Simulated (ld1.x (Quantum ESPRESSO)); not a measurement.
## What one change does to a pseudopotential (zirconium (Zr), TM semilocal)

| Property | Result |
| --- | --- |
| Element | Zr |
| Generator | ld1.x (Quantum ESPRESSO) 7.5 |
| Type | norm-conserving Troullier–Martins (semilocal form) |
| Functional | PBE |
| Relativity | scalar-relativistic |
| Frozen core | [Kr] |
| Valence charge | 4 |
| Reference configuration | 4d2 5s1 5p0 (charge +1) |
| Partial waves | 5s (bound): rc 3.30 bohr; 4d (bound): rc 2.00 bohr; 5p (bound, empty): rc 3.60 bohr |
| Local potential | the p channel |
| Core correction | Bessel-smoothed model core inside 1.90 bohr |

All-electron outer shells of the reference configuration (PBE, scalar-relativistic, ld1.x):

```tsv
shell	level (eV)	outermost node (bohr)	outermost maximum (bohr)
4p	-39.14	0.56	1.17
4d	-9.98	0.58	1.59
5s	-9.94	1.46	3.00
5p	-6.26	1.68	3.71
```

Change: wave 4d (bound): rc 2.00 bohr becomes 4d (bound): rc 2.44 bohr.

Cutoffs: the cutoffs (Ry, on a coarse ladder) from which the occupation-weighted sum of valence levels, in a spherical-Bessel basis at the reference potential, stays within 10 and 1 mRy of its value at 400 Ry; they do not see the model core or the augmentation charge, which bear on the density cutoff. Errors are all-electron minus pseudo energies relative to the spin-unpolarised reference configuration.

Task: What does the change do?

Result: The potential gets softer (30 Ry and 35 Ry → 25 Ry and 30 Ry); the errors of the 7 common tests hardly move; neither file shows a bound ghost. A larger radius leaves more room for a smooth pseudo-wave, so fewer plane waves are needed. A semilocal file is local in each channel, so a ghost entry of none says nothing of the separable form that plane-wave codes build from it.

```tsv
quantity	base	changed
cutoff, loose	30 Ry	25 Ry
cutoff, tight	35 Ry	30 Ry
loose cutoff by channel (10 mRy a level)	s 6 Ry, d 25 Ry	s 6 Ry, d 21 Ry
bound ghosts	none	none
error for 4d2 5s2 5p0, meV [ΔE -7.14 eV]	-3.4	-3.1
error for 4d2 5s0 5p0, meV [ΔE 12.94 eV]	-15	-15
error for 4d1 5s0 5p0, meV [ΔE 35.57 eV]	-245	-241
error for 4d1 5s2 5p1, meV [ΔE -4.13 eV]	-197	-188
error for 4d2 5s0 5p1, meV [ΔE 3.72 eV]	-7.7	-7.8
error for 4d1 5s2 5p0, meV [ΔE 0.53 eV]	-146	-138
error for 4d3 5s1 5p0, meV [ΔE -5.94 eV]	-45	-45
s: phases at 3.88 bohr within 0.05 rad from the reference energy up to (Ry; the scan ends near 5)	0.7	0.7
p: phases at 3.88 bohr within 0.05 rad from the reference energy up to (Ry; the scan ends near 5)	1.1	1.1
d: phases at 3.88 bohr within 0.05 rad from the reference energy up to (Ry; the scan ends near 5)	3.7	3.2
```
